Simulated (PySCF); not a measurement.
TaO2F, SMILES [O]=[Ta](=[O])[F], multiplicity 1. Geometry optimised at PBE-D3(BJ)/def2-TZVP. The multiplicity is an assumed one; other spin states were not compared. The def2 effective core potentials stand for the cores of Ta; spin–orbit coupling is left out.

All values below come from PBE-D3(BJ)/def2-TZVP run with PySCF 2.14.0.

Harmonic wavenumbers (cm⁻¹): 199, 230, 329, 638, 899, 958. Rotational constants (GHz): 6.348, 5.091, 3.518; symmetry number 1.

Q: Work out the zero-point energy and the ideal-gas rigid-rotor harmonic-oscillator thermochemistry at 298.15 K and 1 atm.

A: ZPE = ½ Σ hcν = ½ × 3253 cm⁻¹ = 19.46 kJ/mol. H − E(el) = 33.84 kJ/mol. Entropy in J/(mol K): translation 176.67, rotation 106.48, vibration 24.80, total 307.95. G − E(el) = -57.98 kJ/mol. Cp = 63.10 J/(mol K).
